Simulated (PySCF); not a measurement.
B(F)(Me)(SMe) (C2H6BFS), SMILES CSB(C)F. Heavy atoms are numbered as in [B:1]([F:2])([CH3:3])[S:7][CH3:8]. Hydrogens are named by the atom that carries them.

Geometry optimised at PBE0-D3(BJ)/def2-SVP. Other conformers were not sampled.

These are PBE0/pcSseg-1 in PySCF values and carry that method's errors.

GIAO shieldings, no solvent; atoms alike by connectivity are averaged. δ = σ(ref) − σ: ¹¹B against BF3 (σ = 88.8 ppm); ¹⁹F against CFCl3 (σ = 167.2 ppm); ¹³C against TMS (σ = 186.3 ppm); ¹H against TMS (σ = 31.56 ppm); ³³S against H2S (σ = 716.7 ppm), references at their B3LYP-D3(BJ)/def2-TZVP geometries, non-relativistic.

```
nucleus     atoms  count  δ (ppm)
-------  --------  -----  -------
¹¹B            B1      1     44.2
¹⁹F            F2      1    -44.6
¹³C      C8 (CH3)      1     16.8
¹³C      C3 (CH3)      1      3.9
¹H        H on C8      3     2.31
¹H        H on C3      3     0.90
³³S            S7      1    197.4
```
